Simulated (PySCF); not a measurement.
## TbB: one state, many levels of theory

State: Ms = 4 determinant of mixed spin, about 8.3 electrons in the 4f shell (Mulliken), real f orbitals that mix terms. Set-up: PySCF, spin-free X2C with a Gaussian nucleus, basis sets Tb x2c-SVPall, B x2c-SVPall. De refers to Tb (4f9 6s2) + B in their high-spin ground configurations, without counterpoise correction. The functionals are run spin-unrestricted. A positive dipole means Tb(−)B(+). Levels whose curve was spin-contaminated or gave no clean fit are not listed.

| Level | Re (Å) | ωe (cm⁻¹) | De (eV) | μ (D) |
| --- | --- | --- | --- | --- |
| ROHF | 2.438 | 468 | n/a | -1.00 |
| ROHF-MP2 | 2.359 | 524 | n/a | n/a |
| ROHF-SCS-MP2 | 2.372 | 515 | n/a | n/a |
| MN15 | 2.317 | 472 | 1.27 | -3.47 |

Correlated steps freeze 19 core orbitals. These are scalar-relativistic numbers at best; spin–orbit coupling would shift them, the dissociation energy most. UHF is strongly spin-contaminated for TbB, so the ROHF reference used there is far from stable. The state is the lowest single determinant that the PBE0 search found; with open d or f shells the true ground state can be another one.

The whole job (state search and all levels along the bond) took about 20 min on 2 threads of Arm Neoverse V1 (shared host), peak memory 2.4 GiB.
